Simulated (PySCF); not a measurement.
An unknown shows these calculated signals:

1H NMR (400 MHz, computed): δ 2.74 (m, 2H), 2.22 (m, 2H).

13C{1H} NMR (computed): δ 148.8 (C, dq, J = 428.4, 5.6 Hz), 123.1 (C, qd, J = 332.2, 3.8 Hz), 105.2 (C, qd, J = 42.6, 10.8 Hz), 34.5 (CH2, d, J = 14.8 Hz), 20.6 (CH2, dq, J = 17.7, 1.9 Hz).

Theory: J couplings at B3LYP/pcJ-1 (spin–dipole term only in couplings to heteroatoms), shieldings: GIAO KT2/pcSseg-1, PBE0-D3(BJ)/def2-SVP structure, in PySCF 2.14 (relativity neglected, fast rotation and ring inversion assumed for equivalent nuclei, single conformer, no solvent model).

Chemical shifts δ = σref − σ; 1H (σref 31.18) and 13C (σref 183.22) vs TMS, all at this level.

Which of these does the molecule contain: a heteroaromatic ring, a (CH3)2CH unit, a CF3 group, a carboxylic acid, a non-aromatic C=C double bond?

Answers


- A heteroaromatic ring: no.
- A (CH3)2CH unit: no.
- A CF3 group: yes (δC 123.1).
- A carboxylic acid: no.
- A non-aromatic C=C double bond: yes.

The data belong to `FC1=C(C(F)(F)F)CC1`, C₅H₄F₄; they needn't prove each group on their own.

Carbon signals by region: 3 in the sp2 and nitrile region (100–160 ppm), 2 below 50 ppm.

C–F couplings over four or more bonds (about 3 Hz to the para carbon of a fluoroarene) are left out. Common functionals overestimate the size of one-bond C–F couplings by tens of Hz; these are unscaled. Multiplet labels drop couplings under 1 Hz and merge nearly equal ones. Couplings among chemically equivalent protons are left out too, so labels in AA′BB′ or AA′XX′ sets are apparent multiplicities. Unscaled 3J(H,H) at this level run about 10 % above measured values. Shifts are as computed. Against solution values, carbons near 30 ppm lie about +2 ppm off and those near 130 ppm about -5 ppm. Of 1211 compounds with measured shifts, 218 miss one by over three times the rms of a fit or turn the order of signals round; such compounds aren't used in these exercises.
